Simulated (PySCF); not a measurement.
Compound: cyclo-(Cl2SiS)3.
Cartesian coordinates in Å at the PBE0-D3(BJ)/def2-SVP level; atoms count from 1:
```
atom  x, y, z in Å
Si1   -0.4084   -1.8602    0.3220
Cl2   -2.4172   -1.6123    0.0350
Cl3    0.0017   -3.8498    0.4894
S4     0.7114   -1.1687   -1.3607
Si5   -0.1477    0.7566   -1.6937
Cl6   -1.8005    0.6680   -2.8900
Cl7    1.3018    1.8110   -2.6719
S8    -0.8020    1.7356    0.0867
Si9    0.6020    1.0201    1.5276
Cl10   0.3360    2.1834    3.1802
Cl11   2.5258    1.2140    0.8617
S12    0.2123   -0.9803    2.1646
```

The closed-shell ground state was solved at several levels (PySCF, density fitting, gas phase, non-relativistic).

| level | basis functions | total energy (Eh) | HOMO (eV) | LUMO (eV) | gap (eV) | dipole (D) |
| --- | --- | --- | --- | --- | --- | --- |
| B3LYP/def2-SVPD | 315 | -4823.4597 | -8.03 | -1.80 | 6.23 | 0.17 |
| PBE0/pcSseg-1 | 288 | -4822.8797 | -8.54 | -1.72 | 6.82 | 0.08 |

Q: What might B3LYP/pcSseg-1 (288 basis functions) give for the same quantities?

A: Total energy -4824.7370 Eh, HOMO -8.22 eV, LUMO -1.82 eV, gap 6.40 eV, dipole 0.11 D.

Q: Over all these levels, which gives the widest orbital gap and which the narrowest?

A: PBE0/pcSseg-1 (global hybrid, 25 % exact exchange) has the widest, 6.82 eV, and B3LYP/def2-SVPD (global hybrid, 20 % exact exchange) the narrowest, 6.23 eV. Functional and basis both differ between the two, so the spread mixes both effects.

Q: How far do the dipole and the HOMO energy spread over the levels?

A: The dipole runs from 0.08 to 0.17 D (mean 0.12 D) and the HOMO from -8.54 to -8.03 eV.

One conformer stands for the species.
